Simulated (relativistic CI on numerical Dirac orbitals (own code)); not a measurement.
**Mn6+: q coefficients and field-shift factors**

These numbers are calculated, not measured: Dirac-Coulomb-Breit CI, orbitals from a KLI potential per configuration, derivatives by finite differences, unscaled Slater integrals, QED left out (own radial code, finite nucleus).

Configurations in the expansion (outside the closed core [Ne]): 3s2 3p6 3d, 3s2 3p5 3d2, 3s2 3p6 4s, 3s2 3p6 4p, 3s 3p6 3d2, 3s2 3p6 4d, 3s2 3p6 4f. Double excitations out of closed p, d and f shells are left out; levels of such configurations are missing from the list, as are those of other unlisted configurations, and high levels can miss mixing partners.

With x = (α/α₀)² − 1 an excitation energy changes as ω = ω₀ + qx; K = 2q/ω₀ is the relative enhancement. Terms are leading LS components, so labels can repeat. The field-shift factor is F = δν/δ⟨r²⟩ for the transition from the lowest level.

Lowest level 3s2 3p6 3d 2D_3/2.

```csv
Level,ω₀ (cm⁻¹),q (cm⁻¹),K,F (GHz/fm²)
3s2 3p6 3d 2D_5/2,1291,1275,1.97,0.00602
3s2 3p6 4s 2S_1/2,320237,-6267,-0.0391,3.4
3s2 3p5 3d2 4D°_1/2,351873,2983,0.017,0.431
3s2 3p5 3d2 4D°_3/2,352562,3587,0.0204,0.432
3s2 3p5 3d2 4D°_5/2,353716,4605,0.026,0.434
3s2 3p5 3d2 4D°_7/2,355389,6175,0.0348,0.435
3s2 3p5 3d2 4G°_11/2,372745,2779,0.0149,0.461
3s2 3p5 3d2 4G°_9/2,374387,3608,0.0193,0.455
3s2 3p5 3d2 4G°_7/2,376256,5008,0.0266,0.45
3s2 3p5 3d2 4P°_5/2,376803,3718,0.0197,0.463
3s2 3p5 3d2 4G°_5/2,378174,6663,0.0352,0.445
3s2 3p5 3d2 4P°_3/2,379392,6022,0.0317,0.458
3s2 3p5 3d2 4P°_1/2,381231,7932,0.0416,0.455
3s2 3p5 3d2 4F°_3/2,387754,3662,0.0189,0.463
3s2 3p5 3d2 4F°_5/2,388563,5014,0.0258,0.463
3s2 3p5 3d2 4F°_9/2,388701,5507,0.0283,0.47
3s2 3p5 3d2 4F°_7/2,389539,6908,0.0355,0.462
3s2 3p5 3d2 2D°_5/2,392641,6651,0.0339,0.469
3s2 3p5 3d2 2F°_5/2,393302,4918,0.025,0.474
3s2 3p5 3d2 2D°_3/2,394052,5833,0.0296,0.497
3s2 3p5 3d2 2F°_7/2,396301,7024,0.0354,0.473
3s2 3p6 4p 2P°_1/2,396627,-1979,-0.00998,0.895
3s2 3p6 4p 2P°_3/2,399856,1485,0.00743,0.912
```

At this charge configurations can still be misplaced by up to about 7 % of their energy.
